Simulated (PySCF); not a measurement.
Ligands exchanged one at a time, Ga F-SiH3. Isolated molecules, 0 K electronic values unless said otherwise. Strings in code marks are SMILES.

These are r2SCAN-D4/def2-TZVP (PySCF 2.14.0) values and carry that method's errors. All candidates: neutral, multiplicity 1. Delta-SCF ions had no search for a lower state. 

| Item | Result |
|---|---|
| LUMO | -2.82 eV |
| vertical ionisation energy (Delta-SCF) | 9.15 eV |
| HOMO | -6.62 eV |

**Question.** Name which member has these values.
A) `[F][Ga]([SiH3])[SiH3]`
B) `[F][Ga]([F])[SiH3]`
C) `[SiH3][Ga]([SiH3])[SiH3]`

**Answer.** A, `[F][Ga]([SiH3])[SiH3]`. The others give `[SiH3][Ga]([SiH3])[SiH3]`: -3.26 eV, 8.88 eV, -6.52 eV; `[F][Ga]([F])[SiH3]`: -2.36 eV, 11.08 eV, -8.13 eV
